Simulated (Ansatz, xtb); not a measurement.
# C4H2F4: which of two isomers lies lower

We compare a, `C#C[C@H](F)C(F)(F)F`, a singlet, with b, `FCC#CC(F)(F)F`, a singlet. Both are isolated molecules in the gas phase, relaxed with PBE0-D3(BJ)/def2-SVP.

Quicker runs give these differences E(b) − E(a): GFN2-xTB −4.5 kcal/mol; HF/STO-3G −2.2 kcal/mol (at GFN2-xTB geometries); r2SCAN-D4/def2-SVP +1.6 kcal/mol (at GFN2-xTB geometries).

**Question.** Estimate which is lower in electronic energy at CCSD(T)/def2-SVP + ΔMP2/def2-TZVPP, and by roughly how much.

**Answer.** The CCSD(T)/def2-SVP + ΔMP2/def2-TZVPP calculation puts structure a lower, by 3.0 kcal/mol.

Level by level:

```json
{"level": "GFN2-xTB", "geometry": "GFN2-xTB", "E(b) − E(a) (kcal/mol)": "−4.5", "departure from the last row (kcal/mol)": "−7.5", "job, with rough time for the two": "optimisation, 0.15 s"}
{"level": "HF/STO-3G", "geometry": "GFN2-xTB", "E(b) − E(a) (kcal/mol)": "−2.2", "departure from the last row (kcal/mol)": "−5.2", "job, with rough time for the two": "single point, 0.8 s"}
{"level": "r2SCAN-D4/def2-SVP", "geometry": "GFN2-xTB", "E(b) − E(a) (kcal/mol)": "+1.6", "departure from the last row (kcal/mol)": "−1.3", "job, with rough time for the two": "single point, 4.2 s"}
{"level": "PBE0-D3(BJ)/def2-SVP", "geometry": "PBE0-D3(BJ)/def2-SVP", "E(b) − E(a) (kcal/mol)": "+1.4", "departure from the last row (kcal/mol)": "−1.6", "job, with rough time for the two": "optimisation, 40 s"}
{"level": "HF/def2-SVP", "geometry": "PBE0-D3(BJ)/def2-SVP", "E(b) − E(a) (kcal/mol)": "+2.1", "departure from the last row (kcal/mol)": "−0.9", "job, with rough time for the two": "part of the CCSD(T) run"}
{"level": "MP2/def2-SVP", "geometry": "PBE0-D3(BJ)/def2-SVP", "E(b) − E(a) (kcal/mol)": "+2.4", "departure from the last row (kcal/mol)": "−0.6", "job, with rough time for the two": "part of the CCSD(T) run"}
{"level": "CCSD(T)/def2-SVP", "geometry": "PBE0-D3(BJ)/def2-SVP", "E(b) − E(a) (kcal/mol)": "+2.8", "departure from the last row (kcal/mol)": "−0.1", "job, with rough time for the two": "single point"}
{"level": "CCSD(T)/def2-SVP + ΔMP2/def2-TZVPP", "geometry": "PBE0-D3(BJ)/def2-SVP", "E(b) − E(a) (kcal/mol)": "+3.0", "departure from the last row (kcal/mol)": "", "job, with rough time for the two": "single point, 73 s"}
```

As drawn, both hold the same kinds of bond in the same numbers.

GFN2-xTB, HF/STO-3G put the two in the other order. The largest departure from CCSD(T)/def2-SVP + ΔMP2/def2-TZVPP is that of GFN2-xTB, 7.5 kcal/mol. The last row adds to CCSD(T) the change of the MP2 difference between the two basis sets, here +0.1 kcal/mol.

With thermal terms from frequencies at re-optimised GFN2-xTB minima (ideal gas, soft modes damped towards free rotors, one conformer each, 298.15 K, 1 atm): the zero-point term adds +0.4 kcal/mol; ΔH is +3.4 and ΔG +2.4 kcal/mol.

The correlated steps freeze 8 core orbitals. Mirror images aren't counted in ΔG. Run with Ansatz 0.2.0, xtb 6.7.1; the last row on 2 threads of Intel(R) Xeon(R) Processor @ 2.70GHz on a shared host.
